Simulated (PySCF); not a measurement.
## Hg⁺: interval between two levels

Hg⁺ [Xe] 4f14 5d10 6s1 [2S1/2, M_J = 1/2] → Hg⁺ [Xe] 4f14 5d9 6s2 [2D5/2, M_J = 5/2], as a difference of total energies. All numbers are calculated (PySCF 2.14, the two-component X2C-1e Hamiltonian, in x2c-TZVPall-2c). Correlated levels: [Kr] 4d10 4f14 frozen; the 34 highest virtual spinors dropped. "Screened" scales the spin-orbit matrix elements by Boettger's factors to mimic the two-electron term; Breit and QED terms are absent.

```tsv
method	interval between two levels (cm⁻¹)	error (cm⁻¹)
GHF (screened spin-orbit)	39422	+3907
GMP2 (screened spin-orbit)	35984	+469
```

Reference: 35515 cm⁻¹ (measured; NIST Handbook of Basic Atomic Spectroscopic Data (Sansonetti and Martin, J. Phys. Chem. Ref. Data 34, 1559 (2005))).

Errors of the correlated levels include the incompleteness of this basis and the frozen core.
